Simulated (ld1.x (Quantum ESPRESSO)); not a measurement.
## iodine (I), TM: configuration errors across variants

| Quantity | Value |
| --- | --- |
| Element | I |
| Generator | ld1.x (Quantum ESPRESSO) 7.5 |
| Type | norm-conserving Troullier–Martins (Kleinman–Bylander form) |
| Functional | PBEsol |
| Relativity | scalar-relativistic |
| Frozen core | [Kr] 4d10 |
| Valence charge | 7 |
| Reference configuration | 5s1.75 5p5.25 |
| Partial waves | 5p (bound): rc 2.00 bohr; 5d channel at 0.2 Ry: rc 1.70 bohr; 5s (bound): rc 1.45 bohr |
| Local potential | the s channel |
| Core correction | none |

All-electron excitation energies from the reference (eV): (1) 5s2 5p5 -2.594; (2) 5s2 5p4 8.557; (3) 5s2 5p3 28.441; (4) 5s2 5p2 57.827; (5) 5s2 5p1 97.321; (6) 5s2 5p5.3 -4.379; (7) 5s1 5p6 7.852.

3 further variants failed, have other tests or another functional or relativity, and are left out.

A true bound ghost makes a file unfit for plane-wave use even where its test errors are small: the radial tests pick states by their node count and pass the ghost by.

Errors AE − PS in meV (a dash: test not solved or not reliable):

```tsv
change	(1)	(2)	(3)	(4)	(5)	(6)	(7)	bound ghosts
base	+0.4	-4.3	-14	-27	-33	+1.0	+3.1	d
wave 5s (bound): rc 1.45 bohr becomes 5s (bound): rc 2.16 bohr	+0.2	-3.3	-8.4	-13	-6.9	+1.0	+0.5	d
wave 5p (bound): rc 2.00 bohr becomes 5p (bound): rc 1.90 bohr	+0.4	-4.5	-15	-30	-39	+1.0	+2.9	d
wave 5d channel at 0.2 Ry: rc 1.70 bohr becomes 5d channel at 0.2 Ry: rc 1.88 bohr	+0.4	-4.3	-14	-27	-33	+1.0	+3.1	d
wave 5d channel at 0.2 Ry: rc 1.70 bohr becomes 5d channel at 3.33 Ry: rc 1.70 bohr	+0.4	-4.3	-14	-27	-33	+1.0	+3.1	d
core correction a·sin(br)/r model core inside 0.94 bohr	-0.6	-3.6	-13	-39	-104	0.0	-7.7	d
```

Problem. Give the same row for: all radii scaled by about 1.13 (s 1.64, p 2.26, d 1.92 bohr).

Solution. +0.3, -5.2, -18, -42, -74, +1.1, +0.7; bound ghosts: d.
